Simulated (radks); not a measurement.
Values are calculated unless marked as measured or tabulated.
Exchange energies: the exact (Fock) value of the Kohn-Sham orbitals and density-functional approximations, in hartree. Species: Lu2+ [Xe] 4f14 6s1; Pd [Kr] 4d10; Si4+ [Ne]; Os14+ [Kr] 4d10 4f14 5s2; N6+ 1s1. Level of theory: non-relativistic Kohn-Sham, exchange-only LDA, spin-polarised, spherical densities, point nucleus (a radial shooting solver on a logarithmic mesh with Libxc functionals). Every spin shell is full or empty, so the densities are truly spherical. Functionals are evaluated on that one density, not self-consistently.

| functional | Lu2+ | Pd | Si4+ | Os14+ | N6+ |
|---|---|---|---|---|---|
| exact | -281.962 | -138.777 | -19.1133 | -307.929 | -2.16995 |
| LDA | -271.23 | -131.93 | -17.477 | -295.82 | -1.8617 |
| PBE | -281.63 | -138.30 | -18.981 | -307.05 | -2.1256 |
| RPBE | -282.00 | -138.58 | -19.109 | -307.50 | -2.1621 |
| PW91 | -282.75 | -138.89 | -19.060 | -308.24 | -2.1320 |
| PW86 | -281.67 | -138.68 | -19.193 | -307.05 | -2.1634 |
| OPTX | -287.54 | -140.47 | -19.110 | -313.81 | -2.1575 |
| SOGGA | -277.24 | -135.64 | -18.383 | -302.33 | -2.0284 |
| B86b | -282.65 | -138.90 | -19.108 | -308.14 | -2.1462 |
| G96 | -283.90 | -139.36 | -19.128 | -309.53 | -2.1619 |
| EV93 | -281.28 | -138.55 | -19.387 | -306.89 | -2.2515 |
| APBE | -283.39 | -139.35 | -19.206 | -308.93 | -2.1589 |
| revTPSS | -280.01 | -137.63 | -19.039 | -305.28 | -2.1704 |
| SCAN | -282.67 | -139.11 | -19.177 | -308.13 | -2.1705 |
| r2SCAN | -281.99 | -138.73 | -19.134 | -307.45 | -2.1705 |
| Tao-Mo | -280.23 | -137.79 | -19.091 | -305.50 | -2.1707 |
